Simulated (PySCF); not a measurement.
PySCF 2.14 output of an unrestricted BP86 calculation on a single atom or ion in x2c-TZVPPall with one added diffuse shell each of s, p, d, f type (9s7p7d3f1g, 95 functions), with scalar relativity by spin-free X2C-1e:

```
SCF conv_tol = 1e-09
number electrons alpha = 25  beta = 18
    A. D. Becke.,  Phys. Rev. A 38, 3098 (1988)
    J. P. Perdew.,  Phys. Rev. B 33, 8822 (1986)
cycle= 1 E= -4285.62637038985  delta_E= -0.0142  |g|= 0.0631  |ddm|= 0.914
cycle= 2 E= -4285.62648004957  delta_E= -0.00011  |g|= 0.0344  |ddm|= 0.196
cycle= 3 E= -4285.62658625486  delta_E= -0.000106  |g|= 0.00807  |ddm|= 0.0328
cycle= 4 E= -4285.62660158923  delta_E= -1.53e-05  |g|= 0.000463  |ddm|= 0.0188
cycle= 5 E= -4285.62660168742  delta_E= -9.82e-08  |g|= 5.5e-05  |ddm|= 0.00423
cycle= 6 E= -4285.62660168989  delta_E= -2.47e-09  |g|= 3.86e-06  |ddm|= 0.00154
cycle= 7 E= -4285.62660168993  delta_E= -4e-11  |g|= 9.08e-08  |ddm|= 0.00025
converged SCF energy = -4285.62660168993  <S^2> = 15.750397  2S+1 = 8.0000992
```

The run itself started from symmetry-adapted Hartree-Fock orbitals and held the occupation by maximum overlap, on a logarithmic radial grid, so the iterations belong to that start.

Which element, charge and spin multiplicity is this?

Tc (technetium, neutral), multiplicity 8; the state was [Kr] 4d5 5s1 6s1, high-spin 8S determinant (an excited configuration).

The outer electron is Rydberg-like, and this basis confines it to a smaller radius and binds it less than a complete one would.
